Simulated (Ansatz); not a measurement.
Total energies of Hf2(OH)8 (Hf₂O₈H₈) from Ansatz at PBE-D4/def2-TZVP, gas phase (1 Eh = 27.2114 eV = 2625.5 kJ/mol). The reference geometry is relaxed at PBE-D4/def2-SVP.

```
                 state                    geometry  energy (Eh)
      charge 0 singlet                   reference   -702.93080
      charge 1 doublet                   reference   -702.60662
      charge 1 doublet  relaxed at PBE-D4/def2-SVP   -702.61430
     charge -1 doublet                   reference   -702.90560
free Hf atom (triplet)                           –    -47.87200
 free O atom (triplet)                           –    -75.00967
 free H atom (doublet)                           –     -0.49962
```

In the def2 sets Hf takes a core potential; there is no spin–orbit coupling.

Q: Work out the vertical ionisation energy to the doublet.

A: E(charge 1 doublet) − E(charge 0 singlet) = -702.60662 − (-702.93080) = 0.32418 Eh = 8.82 eV. For comparison, −ε of the highest occupied level is 6.56 eV at this level, 2.26 eV less.

Q: Work out the vertical electron affinity, to the doublet.

A: E(charge 0 singlet) − E(charge -1 doublet) = -702.93080 − (-702.90560) = -0.02520 Eh = -0.69 eV; negative, so the extra electron isn't bound. The basis lacks diffuse functions, which makes affinities too small.

Q: Give the fundamental gap IE − EA, the Mulliken electronegativity (IE + EA)/2 and the hardness (IE − EA)/2.

A: From the values in Eh: IE − EA = 0.32418 − (-0.02520) = 0.34938 Eh = 9.51 eV; (IE + EA)/2 = 4.07 eV; (IE − EA)/2 = 4.75 eV. The HOMO–LUMO gap of the same run is 5.69 eV, 3.82 eV smaller than the fundamental gap.

Q: How much does the charge 1 doublet relax, and what is the adiabatic ionisation energy?

A: Relaxation: -702.60662 − (-702.61430) = 0.00768 Eh = 0.21 eV. Adiabatic ionisation energy: 0.31650 Eh = 8.61 eV, without zero-point energy. 

Q: What is the binding energy per atom against free atoms?

A: Atoms: 2 × (-47.87200) + 8 × (-75.00967) + 8 × (-0.49962) = -699.81832 Eh. Binding: -699.81832 − (-702.93080) = 3.11248 Eh = 84.69 eV, or 4.71 eV for each of 18 atoms (no zero-point energy, no counterpoise term).

At PBE-D4/def2-TZVP the gap within one spin of the charge 1 doublet nearly closes, so an electron or hole may be smeared out by delocalisation error. At PBE-D4/def2-TZVP the gap within one spin of the relaxed charge 1 doublet nearly closes, so an electron or hole may be smeared out by delocalisation error. At PBE-D4/def2-TZVP the highest occupied level of the charge -1 doublet lies above zero (up to 2.28 eV). By energy differences it is unbound by 0.69 eV (vertical, to the charge 0 singlet, at PBE-D4/def2-TZVP) and held by the finite basis.
